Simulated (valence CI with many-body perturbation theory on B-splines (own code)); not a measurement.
Level structure of Pd⁷⁺

Calculated by configuration interaction combined with many-body perturbation theory (CI+MBPT): three valence electrons over a frozen Dirac-Fock core [Kr], a basis of 7 s, 7 p, 8 d, 6 f, 4 g, 1 h functions for each j, with the one-electron correlation potential Σ1 (screened to all orders), the two-electron term Σ2, the three-electron term Σ3, Breit, model QED; selected single and double excitations, second order for the rest, scaled by the run's own slope (own B-spline code, finite nucleus).

No measured levels were compared; by estimate terms of the open shell hold to 2 to 4 % of their energy, and close levels can change places; different configurations can be misplaced against each other by 1,000 to 8,000 cm⁻¹. Only levels of the ground parity were solved; by the run's estimate the other parity begins above the list, which can be wrong where configurations are misplaced.

Levels 1 to 34 of 34, with energies above the lowest level, 4d³ ⁴F_3/2. "Leading %" is the weight of the configuration and term that name the level; weights of strongly mixed levels are sums over their largest components and can fall short, so below about 35 % the name and the second component can differ from the true leading terms, or belong to a minority configuration. In the jj column 3d3/2^4 stands for four electrons in 3d with j = 3/2.

| No. | Configuration | Term | J | E (eV) | Leading % | Second component | Leading jj |
| --- | --- | --- | --- | --- | --- | --- | --- |
| 1 | 4d³ | ⁴F | 3/2 | 0.000 | 96 |  | 4d3/2^3 (50 %) |
| 2 | 4d³ | ⁴F | 5/2 | 0.306 | 98 |  | 4d3/2^2 4d5/2 (83 %) |
| 3 | 4d³ | ⁴F | 7/2 | 0.654 | 98 |  | 4d3/2 4d5/2^2 (68 %) |
| 4 | 4d³ | ⁴F | 9/2 | 1.007 | 93 | 6 % 4d³ ²G | 4d3/2 4d5/2^2 (51 %) |
| 5 | 4d³ | ⁴P | 3/2 | 2.079 | 73 | 21 % 4d³ ²P | 4d3/2^2 4d5/2 (64 %) |
| 6 | 4d³ | ⁴P | 1/2 | 2.139 | 89 | 11 % 4d³ ²P | 4d3/2^2 4d5/2 (83 %) |
| 7 | 4d³ | ²G | 7/2 | 2.472 | 97 |  | 4d3/2 4d5/2^2 (52 %) |
| 8 | 4d³ | ²G | 9/2 | 2.595 | 54 | 41 % 4d³ ²H | 4d3/2^2 4d5/2 (74 %) |
| 9 | 4d³ | ⁴P | 5/2 | 2.599 | 97 |  | 4d3/2 4d5/2^2 (64 %) |
| 10 | 4d³ | ²D | 3/2 | 3.113 | 53 | 22 % 4d³ ²P | 4d3/2 4d5/2^2 (78 %) |
| 11 | 4d³ | ²P | 1/2 | 3.287 | 89 | 11 % 4d³ ⁴P | 4d3/2 4d5/2^2 (83 %) |
| 12 | 4d³ | ²H | 11/2 | 3.450 | 100 |  | 4d3/2 4d5/2^2 (100 %) |
| 13 | 4d³ | ²H | 9/2 | 3.516 | 59 | 40 % 4d³ ²G | 4d5/2^3 (52 %) |
| 14 | 4d³ | ²D | 5/2 | 3.788 | 96 |  | 4d3/2 4d5/2^2 (59 %) |
| 15 | 4d³ | ²P | 3/2 | 4.102 | 56 | 38 % 4d³ ²D | 4d5/2^3 (86 %) |
| 16 | 4d³ | ²F | 7/2 | 5.083 | 98 |  | 4d3/2 4d5/2^2 (79 %) |
| 17 | 4d³ | ²F | 5/2 | 5.157 | 96 |  | 4d3/2 4d5/2^2 (50 %) |
| 18 | 4d³ | ²D | 5/2 | 7.925 | 96 |  | 4d5/2^3 (45 %) |
| 19 | 4d³ | ²D | 3/2 | 7.983 | 99 |  | 4d3/2 4d5/2^2 (87 %) |
| 20 | 4d²5s | ⁴F | 3/2 | 32.844 | 97 |  | 4d3/2^2 5s (81 %) |
| 21 | 4d²5s | ⁴F | 5/2 | 33.069 | 91 | 6 % 4d²5s ²F | 4d3/2^2 5s (57 %) |
| 22 | 4d²5s | ⁴F | 7/2 | 33.476 | 96 |  | 4d3/2 4d5/2 5s (91 %) |
| 23 | 4d²5s | ⁴F | 9/2 | 33.942 | 98 |  | 4d5/2^2 5s (69 %) |
| 24 | 4d²5s | ²F | 5/2 | 34.210 | 88 | 7 % 4d²5s ⁴F | 4d3/2 4d5/2 5s (69 %) |
| 25 | 4d²5s | ²F | 7/2 | 34.922 | 93 |  | 4d5/2^2 5s (54 %) |
| 26 | 4d²5s | ⁴P | 1/2 | 35.065 | 97 |  | 4d3/2^2 5s (55 %) |
| 27 | 4d²5s | ⁴P | 5/2 | 35.181 | 57 | 38 % 4d²5s ²D | 4d3/2 4d5/2 5s (89 %) |
| 28 | 4d²5s | ⁴P | 3/2 | 35.218 | 82 | 16 % 4d²5s ²D | 4d3/2 4d5/2 5s (94 %) |
| 29 | 4d²5s | ²D | 3/2 | 35.554 | 67 | 16 % 4d²5s ⁴P | 4d3/2 4d5/2 5s (63 %) |
| 30 | 4d²5s | ²D | 5/2 | 36.039 | 55 | 42 % 4d²5s ⁴P | 4d5/2^2 5s (97 %) |
| 31 | 4d²5s | ²P | 1/2 | 36.225 | 97 |  | 4d3/2 4d5/2 5s (75 %) |
| 32 | 4d²5s | ²G | 9/2 | 36.418 | 98 |  | 4d3/2 4d5/2 5s (69 %) |
| 33 | 4d²5s | ²G | 7/2 | 36.448 | 96 |  | 4d3/2 4d5/2 5s (62 %) |
| 34 | 4d²5s | ²P | 3/2 | 36.719 | 85 | 13 % 4d²5s ²D | 4d5/2^2 5s (73 %) |

Names give the largest LS component (configuration and term), which can be under half, so a name can repeat, a term be missing and a line seem to break the LS rules; names also repeat where a configuration has a term twice.

The ionisation energy to 4d² ³F2 of the next ion comes out as 121.2 eV (NIST: 120 ± 2.1 eV (theoretical)). All 34 levels together are meant to be complete up to 37.678 eV.
